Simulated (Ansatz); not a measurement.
C2H7Al, SMILES [CH3][AlH][CH3].

The structure is a stationary point at ωB97X-D3(BJ)/def2-SVP. The isomer is the one that the SMILES or the coordinates give; other isomers of the formula were not compared.

Two levels are set side by side: PBE/def2-SVPD (Ansatz, a quantum-chemistry and plane-wave program) and CAM-B3LYP/def2-SVPD (Ansatz). Energy differences of separate SCF runs at the same geometry; the states with an electron removed or added have multiplicity 2 and 2. Differences are taken from unrounded values.

```json
[
 {"quantity": "vertical ionisation energy (eV)", "CAM-B3LYP": "10.08"},
 {"quantity": "vertical singlet–triplet gap (eV)", "CAM-B3LYP": "5.45"}
]
```

**Question.** What does PBE give, and how far is it from CAM-B3LYP? (An estimate is asked for; the answer gives what the named calculation found.)

**Answer.** 
```csv
quantity,PBE,PBE minus CAM-B3LYP
vertical ionisation energy (eV),9.68,-0.41
vertical singlet–triplet gap (eV),4.77,-0.68
```
